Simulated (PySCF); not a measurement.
CsF, charge +1, multiplicity 2. Atoms are numbered in the order given.

```xyz
2

Cs     0.0000     0.0000    -0.4794
F      0.0000     0.0000     2.9297
```
Charge +1, spin multiplicity 2.

Coordinates come from a PBE0-D3(BJ)/def2-TZVPD optimisation. The multiplicity is an assumed one; other spin states were not compared. The def2 effective core potentials stand for the cores of Cs; spin–orbit coupling is left out.

All values below come from PBE/def2-TZVPD run with PySCF.

Gas-phase values at a fixed geometry.

```json
{
  "total_energy": "-119.67401 hartree",
  "point_group": "C∞v",
  "α spin, highest occupied and lowest empty level": "-15.30 and -5.50 eV",
  "β spin, highest occupied and lowest empty level": "-14.54 and -13.55 eV",
  "dipole_moment_about_the_centre_of_nuclear_charge": "1.96 D",
  "mean_static_polarisability": "19.9 bohr³ (2.95 Å³)",
  "polarisability_principal_values": "18.8, 19.3, 21.6 bohr³",
  "⟨S²⟩": "0.751 (pure state 0.75)"
}
```
